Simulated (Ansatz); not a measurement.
`P[SiH2][GaH2]` + NH₃ → `[NH2][GaH2]` + `[SiH3]P` at 600 K and 1 bar (cleavage of the Ga–Si bond).

Calculated with Ansatz (gas phase, PBE0-D4/def2-TZVP geometries, no zero-point term in ΔE). CCSD(T)/CBS adds triple-zeta CCSD(T) − MP2 to the extrapolated MP2 energy (def2 sets, frozen cores). This one scheme is used for every species. For Ga outer-core shells are correlated without core-valence functions, which leaves a few kJ/mol of doubt a bond. Scalar relativity is left out up to krypton. Each species was taken in one conformer, which may not be the lowest.

| species | CCSD(T)/CBS energy (Eh) | H − E (kJ/mol) | S (J/(mol·K)) |
| --- | --- | --- | --- |
| `P[SiH2][GaH2]` | -2557.54159 | 186.3 | 453.1 |
| NH₃ | -56.50880 | 112.4 | 219.5 |
| `[NH2][GaH2]` | -1981.05479 | 138.9 | 317.7 |
| `[SiH3]P` | -633.00997 | 151.6 | 340.7 |

H − E and S are ideal-gas, rigid-rotor, harmonic terms from PBE0-D4/def2-TZVP, for one conformer and one mirror image of each species. 1 Eh = 2625.50 kJ/mol, R = 8.31446 J/(mol·K).

By hand: ΔE, ΔH, ΔS and ΔG.

ΔE = (-1981.05479) + (-633.00997) − (-2557.54159) − (-56.50880) = -0.01437 Eh = -37.7 kJ/mol. Δ(H − E) = 138.9 + 151.6 − 186.3 − 112.4 = -8.2, so ΔH = -45.9 kJ/mol. ΔS = 317.7 + 340.7 − 453.1 − 219.5 = -14.2 J/(mol·K). ΔG = -45.9 − 600 × (-14.2)/1000 = -37.4 kJ/mol.

By hand: the equilibrium constant, and the temperature at which ΔG would vanish if ΔH and ΔS stayed fixed.

log₁₀ K = −ΔG/(RT ln 10) = 3.3. ΔG = 0 at ΔH/ΔS = 3232 K, far beyond where these terms or the molecules hold.

The number of gas molecules stays the same, so ΔS is small and ΔH decides. A doubt of 5 kJ/mol in ΔE shifts log₁₀ K by 0.4 here. Other conformers and mirror images would add mixing entropy, several J/(mol·K) or more a flexible species. Modes under 60 cm⁻¹, often nearly free rotors, make the harmonic entropy too high. These are equilibria of isolated gas molecules and say nothing of rates. Largest T1 diagnostic: 0.014 (customary marks: 0.02 for closed shells, 0.045 for open ones).
